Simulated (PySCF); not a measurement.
Compound: C5H7P2 (charge -1).
Bonds: C1–C2, C2–C3, C3–C4 (aromatic), C4–P5 (aromatic), P5–C6 (aromatic), C6–P7 (aromatic), C3–P7 (aromatic). Hydrogens: H8, H9, H10 on C1; H11, H12 on C2; H13 on C4; H14 on C6.

NICS is the negative of the GIAO shielding at a point without a nucleus: at the ring centre (0) and 1 Å above and below it (1); zz is the component along the ring normal. Level: GIAO PBE0/pcSseg-1 (PySCF, non-relativistic, gas phase) on the GFN2-xTB geometry, one conformer.

Ring bond lengths (Å), with Mayer bond orders in brackets: C3–C4 1.372 (1.52), C4–P5 1.743 (1.24), P5–C6 1.727 (1.33), C6–P7 1.727 (1.32), P7–C3 1.757 (1.22).

Question: What do the NICS probes read (ppm)?

Answer: 
```csv
ring,type,NICS(0),"NICS(1), two faces","NICS(1)zz, two faces",rms pucker (Å),"centre to ring atoms, mean (Å)"
C3–C4–P5–C6–P7,5-membered ring with 2 P; formal bonds all aromatic,-11.3,-11.0 / -11.3,-28.3 / -29.7,0.00,1.41
```

Question: What do they say, and how far can they be read as aromaticity?

Answer: 
- C3–C4–P5–C6–P7: mean NICS(1)zz -29.0 ppm, shielded.

Question: What does the geometric index give? HOMA = 1 − mean of α(R − Ropt)² over the ring bonds, with Krygowski's 1993 parameters (CC: Ropt 1.388 Å, α 257.7 Å⁻²; CP: Ropt 1.698 Å, α 118.91 Å⁻²).

Answer: 
- C3–C4–P5–C6–P7: HOMA 0.82; the largest term is that of P7–C3, α(R − Ropt)² = 0.42.

Question: At the first NICS(1) probe listed for ring C3–C4–P5–C6–P7, 1 Å off the ring, what do the in-plane components average?

Answer: The isotropic value is a third of the trace: (3 × -11.0 − (-28.3))/2 = -2.3 ppm.

Question: Give the inner angles of the rings and the Hirshfeld charges of the ring atoms.

Answer: 
- C3–C4–P5–C6–P7: C3 116.2° (-0.105 e), C4 118.2° (-0.186 e), P5 93.2° (-0.175 e), C6 118.8° (-0.248 e), P7 93.6° (-0.165 e); sum 540.0° against 540° for a flat convex ring.

Question: What are the shieldings of the ring atoms and their hydrogens in the same run (means over atoms taken as equivalent)?

Answer: 
```csv
atoms,environment,σ isotropic (ppm)
C3,substituted aromatic carbon,19.9
C4,aromatic CH carbon,43.9
P5,phosphorus bonded to 2 C,147.2
C6,aromatic CH carbon,21.0
P7,phosphorus bonded to 2 C,159.2
H13,aromatic hydrogen,24.01
H14,aromatic hydrogen,23.54
```

The values belong to the conformer `[CH3:1][CH2:2][c:3]1[cH:4][p:5][cH:6][p-:7]1`: C1–C2–C3–C4 83°.
